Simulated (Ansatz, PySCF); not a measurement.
Scan of CH3 (cation, charge +1), singlet: umbrella (inversion) coordinate, bond length relaxed. Scanned: angle between the C-H bonds and the threefold axis (90 = planar). Other coordinates (C-H bond length) were minimised at B3LYP/def2-TZVP.

- RHF/STO-3G = restricted Hartree-Fock/STO-3G (PySCF)
- RKS-B3LYP/6-31G* = restricted B3LYP/6-31G*, spherical d run with PySCF
- RHF/6-31G* = restricted Hartree-Fock/6-31G*, spherical d in PySCF
- FCI/def2-SVP = full CI/def2-SVP, frozen core (Ansatz, a program for electronic structure)

Energies relative to the lowest point of each profile, in kcal/mol; the last columns give the difference from FCI:

| a / ° | RHF/STO-3G | RKS-B3LYP/6-31G* | RHF/6-31G* | FCI/def2-SVP | RHF/STO-3G − FCI/def2-SVP | RKS-B3LYP/6-31G* − FCI/def2-SVP | RHF/6-31G* − FCI/def2-SVP |
|---|---|---|---|---|---|---|---|
| 90 | 0.0 | 0.0 | 0.0 | 0.0 | 0.0 | 0.0 | 0.0 |
| 93.46 | 1.0 | 0.9 | 1.0 | 0.9 | 0.1 | 0.0 | 0.1 |
| 95.39 | 2.3 | 2.2 | 2.4 | 2.2 | 0.1 | 0.0 | 0.2 |
| 98.55 | 5.8 | 5.5 | 6.1 | 5.5 | 0.3 | 0.0 | 0.6 |
| 101.70 | 10.9 | 10.4 | 11.5 | 10.3 | 0.5 | 0.0 | 1.1 |
| 105.31 | 18.7 | 17.8 | 19.7 | 17.7 | 1.0 | 0.1 | 2.0 |
| 108.68 | 28.0 | 26.6 | 29.4 | 26.4 | 1.6 | 0.2 | 3.0 |
| 111.14 | 36.0 | 34.1 | 37.7 | 33.8 | 2.2 | 0.4 | 3.9 |
| 113.92 | 46.5 | 43.9 | 48.4 | 43.3 | 3.2 | 0.6 | 5.1 |
| 117.27 | 61.0 | 57.3 | 63.3 | 56.4 | 4.6 | 1.0 | 6.9 |
| 120.74 | 78.6 | 73.4 | 80.9 | 71.8 | 6.8 | 1.6 | 9.1 |
| 122.59 | 89.0 | 82.8 | 91.3 | 80.8 | 8.2 | 2.0 | 10.5 |
| 126.59 | 114.7 | 105.6 | 116.4 | 102.3 | 12.4 | 3.3 | 14.0 |
| 129.54 | 136.5 | 124.6 | 137.3 | 120.0 | 16.5 | 4.7 | 17.3 |
| 132 | 156.8 | 142.1 | 156.4 | 135.9 | 21.0 | 6.2 | 20.6 |

RHF/STO-3G is furthest from FCI/def2-SVP at 132 (21.0 kcal/mol, above); its mean absolute difference over the points is 5.2 kcal/mol.

RKS-B3LYP/6-31G* is furthest from FCI/def2-SVP at 132 (6.2 kcal/mol, above); its mean absolute difference over the points is 1.3 kcal/mol.

RHF/6-31G* is furthest from FCI/def2-SVP at 132 (20.6 kcal/mol, above); its mean absolute difference over the points is 6.3 kcal/mol.
